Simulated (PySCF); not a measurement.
**Spinor energies of Sc (scandium, neutral)**

Start: [Ar] 3d3; 3d5/2 filled at m_j = +1/2, +3/2, +5/2. Calculated with PySCF 2.14 in x2c-SVPall-2c with one added diffuse shell each of s, d type (6s5p4d1f, 48 functions): generalised Hartree-Fock with the X2C-1e Hamiltonian and a Gaussian nucleus; one run each with spin-orbit coupling (SO) switched off, then screened by Boettger's factors. This is a chosen level, not necessarily the ground level.

```tsv
spinor shell	electrons	ε, spin-free (eV)	ε, screened SO (eV)	weight of nominal j (screened SO)	rms radius, screened SO (bohr)
1s1/2	2	-4554.0	-4554.0	1.000	0.0845
2s1/2	2	-540.77	-540.77	1.000	0.370
2p1/2	2	-443.71	-446.85	1.000	0.338
3s1/2	2	-85.884	-85.885	1.000	1.14
3p1/2	2	-57.957	-58.328	0.924	1.23
3p3/2	4	-57.957	-57.775	0.962	1.24
3d5/2	3	-2.805	-2.805	0.798	6.88
```

Problem. Where does 2p3/2 lie, and what is the 2p spin-orbit splitting (screened SO)?

Solution. At -442.16 eV, 4.692 eV above 2p1/2.

```tsv
quantity	spin-free	screened SO
E (hartree)	-762.36304	-762.36517
M_J	9/2	9/2
⟨J²⟩	24.753	24.753
⟨L²⟩	12.003	12.003
⟨S²⟩	3.750	3.750
```

Each row is a mean over spinors that exchange with the open shell spreads, by up to 0.519 eV (3p3/2).

Rows whose weight is well below 1 are mixtures of j = l ± 1/2: exchange outweighs spin-orbit coupling there, and the label is only the starting occupation.

Without spin-orbit coupling the j labels of p, d and f shells carry no meaning; the spin-free column gives the mean over the occupied spinors of each nl shell.
